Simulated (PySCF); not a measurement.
These are B3LYP-D3(BJ)/def2-TZVP // M06-2X/def2-TZVP run with PySCF values and carry that method's errors. Isolated molecules, 0 K electronic values unless said otherwise. B3LYP has the VWN-RPA correlation part, as in Gaussian. Delta-SCF ions had no search for a lower state. 

Reference species (SMILES): `[AlH2][CH3]` (neutral, multiplicity 1).

```yaml
vertical ionisation energy (Delta-SCF): 10.38 eV
HOMO–LUMO gap: 6.35 eV
HOMO: -7.86 eV
```

After one change: the vertical ionisation energy (Delta-SCF) rises by 0.84 eV; the HOMO–LUMO gap goes up by 0.09 eV; the HOMO decreases by 0.55 eV.

Problem. What was changed between the two runs? The new species is one of these.
A) `[AlH3]`
B) `[CH3][AlH][CH3]`
C) `[CH3][Al]([CH3])[CH3]`

Solution. A, `[AlH3]`
